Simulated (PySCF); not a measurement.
# Ta⁺: ionisation energy

Ta⁺ [Xe] 4f14 5d3 6s1 (5F) → Ta²⁺ [Xe] 4f14 5d3 (4F), as a difference of total energies. Computed with PySCF 2.14 in def2-TZVPPD with the def2 core potential (60 electrons), with a scalar-relativistic core potential. Correlated levels: valence and next inner shell: nothing frozen outside the core potential. The calculations carry no spin-orbit coupling.

```csv
method,ionisation energy (eV)
UHF,14.140
MP2 (valence and next inner shell),14.992
SCS-MP2 (valence and next inner shell),14.697
CCSD (valence and next inner shell),14.910
CCSD(T) (valence and next inner shell),14.952
```

How much does correlation contribute at CCSD(T) (valence and next inner shell)?

14.952 − (14.140) = 0.812 eV, measured against UHF.

The reference lies between the lowest fine-structure levels, while these numbers refer to the centres of the terms.

Errors of the correlated levels include the incompleteness of this basis.

For comparison: 16.2 ± 0.5 eV (semi-empirical (NIST evaluation); NIST Atomic Spectra Database, ionization energies).
